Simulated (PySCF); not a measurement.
System: H₃B, singlet: umbrella (inversion) coordinate, bond length relaxed. Scanned: angle between the B-H bonds and the threefold axis (90 = planar). Other coordinates (B-H bond length) were minimised at B3LYP/def2-TZVP.

The free coordinates were minimised at B3LYP/def2-TZVP in PySCF; the energy column is CCSD(T) on RHF/cc-pVTZ, 1 core orbital frozen (PySCF), in mEh.

```
a / °  B-H bond length / Å      E
-----  -------------------  -----
90                   1.190    0.0
93                   1.190    0.8
96                   1.190    3.4
99                   1.191    7.6
102                  1.192   13.5
105                  1.193   21.0
108                  1.195   30.3
111                  1.197   41.4
114                  1.200   54.2
117                  1.202   68.7
120                  1.205   85.1
123                  1.208  103.3
126                  1.212  123.4
129                  1.215  145.5
132                  1.219  169.5
```
